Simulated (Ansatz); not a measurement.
Bonds to the group Y in Y-Sn(OH)3. Gas-phase values, no solvent. Each species was relaxed from one start; no search for lower structures was made at this level. In the def2 sets, heavy atoms carry core potentials. Strings in code marks are SMILES.

These are CAM-B3LYP-D3(BJ)/def2-TZVP // PBE0-D3(BJ)/def2-SVP in Ansatz (a first-principles code) values and carry that method's errors. All candidates: neutral, multiplicity 1. 

The HOMO comes out as -10.33 eV, the LUMO is -0.79 eV and the HOMO–LUMO gap is 9.54 eV.

Problem. Name which member has these values.
A. `C=CC[CH2][Sn]([OH])([OH])[OH]`
B. `[OH][Sn]([OH])([OH])[CH]1CCCC1`
C. `CCC[CH2][Sn]([OH])([OH])[OH]`
D. `[OH][Sn]([OH])([OH])[C](F)(F)F`

Solution. D, `[OH][Sn]([OH])([OH])[C](F)(F)F`. The others give `CCC[CH2][Sn]([OH])([OH])[OH]`: -9.42 eV, 0.06 eV, 9.49 eV; `[OH][Sn]([OH])([OH])[CH]1CCCC1`: -9.28 eV, 0.07 eV, 9.35 eV; `C=CC[CH2][Sn]([OH])([OH])[OH]`: -8.95 eV, -0.08 eV, 8.87 eV
